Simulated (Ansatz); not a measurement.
**Molecular dynamics of Ba₁₆O**

The input (input.yaml):

```yaml
crystal:
  lattice:
    - [10.04, 0.0, 0.0]
    - [0.0, 10.04, 0.0]
    - [0.0, 0.0, 10.04]
  atoms:
    - { symbol: Ba, position: [0.05180233, -0.00100975, 0.0221432] }
    - { symbol: Ba, position: [0.46525677, 0.02605987, -0.02100152] }
    - { symbol: Ba, position: [0.00193303, 0.5060826, -0.00776319] }
    - { symbol: Ba, position: [-0.03681478, 0.03237971, 0.50773402] }
    - { symbol: Ba, position: [0.26247778, 0.27864878, 0.2531906] }
    - { symbol: Ba, position: [0.53284813, 0.51242787, -0.00321116] }
    - { symbol: Ba, position: [0.51739739, 0.00203582, 0.51390247] }
    - { symbol: Ba, position: [0.73645818, 0.25792448, 0.24672999] }
    - { symbol: Ba, position: [-0.02148727, 0.46255963, 0.47601352] }
    - { symbol: Ba, position: [0.29197717, 0.71336477, 0.28205818] }
    - { symbol: Ba, position: [0.22756771, 0.25161641, 0.73441834] }
    - { symbol: Ba, position: [0.50674211, 0.47708049, 0.50668765] }
    - { symbol: Ba, position: [0.76136728, 0.74552933, 0.28491472] }
    - { symbol: Ba, position: [0.72860699, 0.25449839, 0.74977527] }
    - { symbol: Ba, position: [0.23560962, 0.78449762, 0.73875544] }
    - { symbol: Ba, position: [0.73732326, 0.70024382, 0.71675259] }
    - { symbol: O, position: [0.24612847, -0.03297639, 0.90251563] }
basis:
  ecutwfc: 420.0
kpoints:
  mp_grid: { grid: [1, 1, 1] }
hamiltonian:
  xc: pbesol
scf:
  occupations: { method: fermi_dirac, width: 0.1 }
  lower_state_search: "off"
md:
  timestep: 1
  n_steps: 300
  ensemble: nvt_langevin
  temperature: 1260.0
  initial_velocities: maxwell_boltzmann
  seed: 942066
  friction: 0.05
```

Run as:

```bash
$ ansatz run input.yaml --threads 2 --pin off --max-ram 5120MiB --backend cpu --events-out ev --progress --plain --runs-dir out
```

It goes on from the last frame of an earlier run, with new velocities.

Output, in part (step lines):

```
md step     0: t =     0.00 fs  T =  1185.9 K  F+E_penalty+E_count = -94367.56507817 eV  E_kin = 2.605882 eV  (9 SCF iters)
md step     1: t =     1.00 fs  T =  1162.7 K  F+E_penalty+E_count = -94367.56694026 eV  E_kin = 2.554886 eV  (7 SCF iters)
md step     2: t =     2.00 fs  T =  1043.7 K  F+E_penalty+E_count = -94367.56652442 eV  E_kin = 2.293390 eV  (7 SCF iters)
md step     3: t =     3.00 fs  T =   973.8 K  F+E_penalty+E_count = -94367.56592385 eV  E_kin = 2.139783 eV  (7 SCF iters)
md step     4: t =     4.00 fs  T =  1014.3 K  F+E_penalty+E_count = -94367.56462502 eV  E_kin = 2.228868 eV  (7 SCF iters)
md step     5: t =     5.00 fs  T =   986.1 K  F+E_penalty+E_count = -94367.56236823 eV  E_kin = 2.166821 eV  (5 SCF iters)
md step     6: t =     6.00 fs  T =  1142.9 K  F+E_penalty+E_count = -94367.56070965 eV  E_kin = 2.511394 eV  (4 SCF iters)
md step     7: t =     7.00 fs  T =  1191.3 K  F+E_penalty+E_count = -94367.55925295 eV  E_kin = 2.617680 eV  (5 SCF iters)
[... lines left out ...]
md step   300: t =   300.00 fs  T =  1405.0 K  F+E_penalty+E_count = -94366.82306353 eV  E_kin = 3.087394 eV  (7 SCF iters)
```

The steps, from the saved trajectory:

```csv
time (fs),T (K),potential energy less start (eV)
0.0,1186,0.000
10.0,1074,0.007
20.0,1205,-0.001
30.0,885,-0.059
40.0,826,-0.052
50.0,1013,0.045
60.0,1477,0.085
70.0,1744,-0.073
80.0,1465,-0.058
90.0,1187,-0.093
100.0,1146,-0.107
110.0,1061,-0.051
120.0,1325,0.048
130.0,1109,0.178
140.0,1666,0.323
150.0,1649,0.324
160.0,1456,0.268
170.0,1177,0.251
180.0,1102,0.242
190.0,1191,0.319
200.0,1315,0.444
210.0,1106,0.541
220.0,1120,0.684
230.0,1136,0.796
240.0,1189,0.860
250.0,1399,0.828
260.0,1604,0.809
270.0,1748,0.740
280.0,1218,0.682
290.0,1275,0.767
300.0,1405,0.742
```

All steps were run. A run of 0.3 ps of so small a system gives no equilibrium averages. Limits of this set-up: coarse k mesh.

Mean squared displacements from the first frame to the last, about the centre of mass: Ba 0.18 Å², O 0.27 Å².

Last frame:

```xyz
17
Lattice="10.0400 0.0000 0.0000 0.0000 10.0400 0.0000 0.0000 0.0000 10.0400" Properties=species:S:1:pos:R:3
Ba 0.245 -0.139 0.468
Ba 4.543 0.035 -0.238
Ba -0.224 4.988 -0.176
Ba 0.230 -0.066 5.135
Ba 2.546 2.607 2.744
Ba 5.319 5.208 -0.434
Ba 5.144 -0.205 5.038
Ba 7.955 2.499 2.978
Ba 0.282 4.757 5.113
Ba 3.027 7.067 2.784
Ba 2.289 2.466 7.715
Ba 5.175 4.393 5.186
Ba 7.426 7.129 2.596
Ba 7.284 2.066 7.584
Ba 2.048 7.779 7.533
Ba 7.543 7.528 7.304
O 2.512 -0.006 8.878
```

Run time: 20 min on 2 threads of Arm Neoverse V1 (shared host), peak memory 0.81 GiB.
